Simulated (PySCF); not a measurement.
Ionisation energy of Pr(42+) by level of theory

Pr(42+) [Ne] 3s2 3p5 (2P) → Pr(43+) [Ne] 3s2 3p4 (3P), as a difference of total energies. All numbers are calculated (PySCF 2.14, the spin-free X2C one-electron Hamiltonian (Gaussian nucleus), in an even-tempered Gaussian basis (18 s from 8 bohr⁻², ratio 2.5; 12 p from 10 bohr⁻², ratio 2.5; 4 d from 46 bohr⁻², ratio 2.7; 4 f from 68 bohr⁻², ratio 2.7)). Correlated levels: outer shells: 1s2 frozen; virtual orbitals above 40 to 60 times the deepest correlated orbital energy dropped. The calculations carry no spin-orbit coupling.

| method | ionisation energy (eV) |
| --- | --- |
| UHF | 3355.6 |
| LDA | 3357.7 |
| PBE | 3358.2 |
| PBE0 | 3358.1 |
| r2SCAN | 3358.5 |
| BLYP | 3358.3 |
| BHandHLYP | 3357.8 |
| MP2 (outer shells) | 3356.7 |
| SCS-MP2 (outer shells) | 3356.6 |

Spin-orbit coupling is strong in these open shells (close to jj coupling). The scalar numbers leave it out and a first-order estimate fails, so it can dominate the gap to the real levels.

Breit and QED terms and the two-electron picture change are absent.

For comparison: 3319 ± 4 eV (theoretical estimate listed by NIST; NIST Atomic Spectra Database, ionization energies).
